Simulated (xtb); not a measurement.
C$_{6}$H$_{15}$In, charge +1, doublet, at a GFN2-xTB geometry of the parent state (such geometries of metal compounds can be far from the true shape) (a state made from the parent by changing its charge; the spin is typed, not shown lowest); GFN1-xTB (xtb 6.7.1).

Input for xtb:
```
$ xtb mol.xyz --gfn 1 --chrg 1 --uhf 1 --json

# file mol.xyz
22

In    -0.07065868    -0.28255399    -0.43064469
C      2.28940454     0.15842721    -0.18963496
C      2.71834829     1.55700315    -0.60648389
H      2.90729361    -0.58386541    -0.71491892
H      2.48479337     0.02461255     0.88335342
H      2.12744309     2.30561492    -0.07743282
H      2.56420246     1.70635547    -1.67748929
H      3.78033568     1.76030890    -0.39449065
C     -0.36752150    -2.08962174     1.13625163
C     -1.80343851    -2.55773686     1.32155823
H      0.00756375    -1.69192851     2.08945133
H      0.26706537    -2.95133516     0.88573584
H     -2.18829143    -3.00032944     0.40003292
H     -2.44577339    -1.71401750     1.57837936
H     -1.90896480    -3.31084094     2.11852524
C     -1.09562746     1.56104711     0.74096650
C     -1.32741696     2.83539273    -0.05857603
H     -0.41164016     1.77491073     1.57412573
H     -2.04540831     1.23932357     1.19057397
H     -2.03842336     2.65916383    -0.86887141
H     -0.39449223     3.18192927    -0.50606841
H     -1.72591875     3.65817345     0.55619506
```

Output, abridged:

```
   ID    Z sym.   atoms
    1   49 In     1
    2    6 C      2, 3, 9, 10, 16, 17
    3    1 H      4-8, 11-15, 18-22

           -------------------------------------------------
          |                Calculation Setup                |
           -------------------------------------------------

           -------------------------------------------------
          |                 G F N 1 - x T B                 |
           -------------------------------------------------

          ...................................................
          :                      SETUP                      :
          :.................................................:
          :  # basis functions                  64          :
          :  # atomic orbitals                  63          :
          :  # shells                           45          :
          :  # electrons                        41          :
          :  # halogen bonds                     0          :
          :  max. iterations                   250          :
          :  Hamiltonian                  GFN1-xTB          :
          :  restarted?                      false          :
          :  GBSA solvation                  false          :
          :  PC potential                    false          :
          :  electronic temp.          300.0000000     K    :
          :  accuracy                    1.0000000          :
          :  -> integral cutoff          0.2500000E+02      :
          :  -> integral neglect         0.1000000E-07      :
          :  -> SCF convergence          0.1000000E-05 Eh   :
          :  -> wf. convergence          0.2000000E-04 e    :
          :  Broyden damping             0.4000000          :
          :  net charge                          1          :
          :  unpaired electrons                  1          :
          ...................................................

 iter      E             dE          RMSdq      gap      omega  full diag
   1    -21.9990826 -0.219991E+02  0.726E+00    2.01       0.0  T
   2    -21.9829964  0.160862E-01  0.453E+00    1.91       1.0  T
   3    -21.7504673  0.232529E+00  0.324E+00    1.90       1.0  T
   4    -21.9547839 -0.204317E+00  0.145E+00    1.70       1.0  T
   5    -21.9661535 -0.113696E-01  0.127E+00    1.85       1.0  T
   6    -22.0056736 -0.395201E-01  0.775E-01    1.91       1.0  T
   7    -22.0100972 -0.442368E-02  0.698E-01    1.88       1.0  T
[...]
         :: total energy             -21.760188582825 Eh    ::
[...]
    22H     0.07677  0.12634   0.923  0.000  0.000

Wiberg/Mayer (AO) data.
largest (>0.10) Wiberg bond orders for each atom

 ---------------------------------------------------------------------------
     #   Z sym  total        # sym  WBO       # sym  WBO       # sym  WBO
 ---------------------------------------------------------------------------
     1  49 In   1.436 --    16 C    0.431     2 C    0.414     9 C    0.406
     2   6 C    3.684 --     3 C    1.058     4 H    0.968     5 H    0.956
                             1 In   0.414    16 C    0.145     9 C    0.112
     3   6 C    3.974 --     2 C    1.058     7 H    0.980     6 H    0.979
                             8 H    0.937
     4   1 H    0.997 --     2 C    0.968
     5   1 H    1.001 --     2 C    0.956
     6   1 H    1.001 --     3 C    0.979
     7   1 H    1.000 --     3 C    0.980
     8   1 H    0.967 --     3 C    0.937
     9   6 C    3.662 --    10 C    1.061    12 H    0.967    11 H    0.956
                             1 In   0.406    16 C    0.128     2 C    0.112
    10   6 C    3.973 --     9 C    1.061    13 H    0.980    14 H    0.979
                            15 H    0.936
    11   1 H    1.001 --     9 C    0.956
    12   1 H    0.997 --     9 C    0.967
    13   1 H    0.999 --    10 C    0.980
    14   1 H    1.000 --    10 C    0.979
    15   1 H    0.966 --    10 C    0.936
    16   6 C    3.717 --    17 C    1.055    19 H    0.966    18 H    0.956
                             1 In   0.431     2 C    0.145     9 C    0.128
    17   6 C    3.973 --    16 C    1.055    20 H    0.981    21 H    0.980
                            22 H    0.940
    18   1 H    1.001 --    16 C    0.956
    19   1 H    0.999 --    16 C    0.966
    20   1 H    1.000 --    17 C    0.981
    21   1 H    1.001 --    17 C    0.980
    22   1 H    0.962 --    17 C    0.940
 ---------------------------------------------------------------------------

Topologies differ in total number of bonds
Writing topology from bond orders to xtbtopo.mol

 dipole moment from electron density (au)
     X       Y       Z
   0.0114  -0.1631  -0.0635  total (Debye):    0.446

           -------------------------------------------------
          | TOTAL ENERGY              -21.760188582825 Eh   |
          | GRADIENT NORM               0.060274969405 Eh/α |
          | HOMO-LUMO GAP               1.966558996249 eV   |
           -------------------------------------------------

normal termination of xtb
```
